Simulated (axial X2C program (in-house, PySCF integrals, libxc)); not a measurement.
# Spin–orbit effects down a group: molecules with H (ions), CCSD(T)

Calculated with an axial X2C code built on PySCF integrals, spin-free (one-electron X2C) or two-component (2c: spin–orbit coupling with atomic mean-field Coulomb and Gaunt terms, which also bring small scalar terms), in Dyall basis sets with cores contracted in-house; open shells are unrestricted.

Basis sets: H dyall-v3z, O dyall-av3z, S dyall-av3z, Se dyall-cv3z. Frozen shells (counts by l): OH⁺ O 1s, H none, 6 electrons correlated; SH⁺ S 2s1p, H none, 6 electrons correlated; SeH⁺ Se 3s2p1d, H none, 6 electrons correlated. Coupled cluster in natural virtuals with an MP2 remainder. Where the outer core of a metal is frozen, bonds come out longer and ionisation energies lower.

```json
{"molecule": "OH⁺", "spin-free state": "M_S = 1, Λ = 0", "Re (Å)": "1.031", "ωe (cm⁻¹)": "3111.1", "De (eV)": "5.04", "2c state": "Ω = 1", "Re 2c (Å)": "1.031", "ωe 2c (cm⁻¹)": "3111.2", "De 2c (eV)": "5.04"}
{"molecule": "SH⁺", "spin-free state": "M_S = 1, Λ = 0", "Re (Å)": "1.370", "ωe (cm⁻¹)": "2539.9", "De (eV)": "3.56", "2c state": "Ω = 1", "Re 2c (Å)": "1.370", "ωe 2c (cm⁻¹)": "2539.4", "De 2c (eV)": "3.56"}
{"molecule": "SeH⁺", "spin-free state": "M_S = 1, Λ = 0", "Re (Å)": "1.488", "ωe (cm⁻¹)": "2317.4", "De (eV)": "3.10", "2c state": "Ω = 1", "Re 2c (Å)": "1.489", "ωe 2c (cm⁻¹)": "2314.9", "De 2c (eV)": "3.08"}
```

Task: Work out the shifts from the spin-free to the two-component result.

Result: 

```
molecule  2c state  ΔRe (Å)  Δωe (cm⁻¹)  ΔDe (eV)
     OH⁺     Ω = 1    0.000         0.1      0.00
     SH⁺     Ω = 1    0.000        -0.5      0.00
    SeH⁺     Ω = 1    0.001        -2.5     -0.02
```

Shifts of one unit in the last digit are rounding.

Fragments in 2c: O+ + H, S+ + H, Se+ + H. Each entry is the lowest single determinant of a limited PBE0 search at one distance. De goes to single-determinant-based atoms at the same level (for ions the charge split of lowest energy) and is withheld (n/a) where an atom does not fit its ground term or J level. Main or longest-lived isotopes. One determinant is a doubtful description, or other states lie close, for OH⁺, SH⁺, SeH⁺; these need not be ground states, and all values refer to the states named. Some open-shell Ω = 0 determinants are out of reach, so the Ω given for OH⁺, SH⁺, SeH⁺ need not be the lowest component. With several unpaired electrons the Ω given is that of one determinant, not necessarily of the lowest component.
